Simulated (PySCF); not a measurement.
Al(SiH3)3 (AlH9Si3), SMILES [SiH3][Al]([SiH3])[SiH3].

Coordinates come from a PBE-D3(BJ)/def2-SVP optimisation. The structure was generated by enumeration; whether it is a known compound was not checked.

Computed with IEF-PCM-B3LYP/def2-SVP in PySCF.

The values are the electrostatic part of the solvation free energy, E(continuum) − E(gas) at the gas-phase geometry, in a cavity of scaled van der Waals radii (PySCF's table); cavitation and dispersion terms are not included. A continuum can't describe solvent molecules that bind to the metal. In vacuum the orbital gap is 4.38 eV. The dipole moment in vacuum is 0.02 D.

```tsv
solvent	ε	ΔG(elec) (kcal/mol)	dipole (D)	gap (eV)
water	78.36	[?]	[?]	[?]
chlorobenzene	5.70	-3.2	0.03	4.62
cyclohexanone	15.62	-4.0	0.03	4.69
```

Problem. What belongs in the gaps? (An estimate is asked for; the answer gives what the named calculation found.)

Solution. 
- water, ΔG(elec) (kcal/mol): -4.5
- water, dipole (D): 0.03
- water, gap (eV): 4.73
